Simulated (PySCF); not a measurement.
**Bromine: a sound run and one with changed settings**

Sound run: Br [Ar] 3d10 4s2 4p5, Br+ [Ar] 3d10 4s2 4p4. Computed with PySCF 2.14 in pcseg-2 (6s5p3d1f, 43 functions), with no relativity, point nucleus. The sound run starts from symmetry-adapted Hartree-Fock orbitals and uses a fine grid where one is needed.

A second run was set up differently.

```json
{"species": "Br", "method": "UHF", "sound run (hartree)": "-2572.41759", "changed run (hartree)": "-2572.41759", "converged": "yes"}
{"species": "Br", "method": "PBE0", "sound run (hartree)": "-2573.85471", "changed run (hartree)": "-2575.90035", "converged": "yes"}
{"species": "Br", "method": "B3LYP", "sound run (hartree)": "-2574.18926", "changed run (hartree)": "-2576.42886", "converged": "yes"}
{"species": "Br+", "method": "UHF", "sound run (hartree)": "-2572.02190", "changed run (hartree)": "-2572.02190", "converged": "yes"}
{"species": "Br+", "method": "PBE0", "sound run (hartree)": "-2573.41925", "changed run (hartree)": "-2575.20035", "converged": "yes"}
{"species": "Br+", "method": "B3LYP", "sound run (hartree)": "-2573.74979", "changed run (hartree)": "-2575.69002", "converged": "yes"}
```

Ionisation energy of Br:

```csv
method,sound run (eV),changed run (eV)
UHF,10.767,10.767
```

What was changed?
A. angular grid far too coarse
B. level shift left on
C. all electrons correlated in a valence basis
D. too few SCF iterations

A. It used 6 angular points. A coarse angular grid integrates products of high-l functions wrongly, so density functionals can shift, and the SCF can exploit the error; Hartree-Fock and MP2 need no grid.
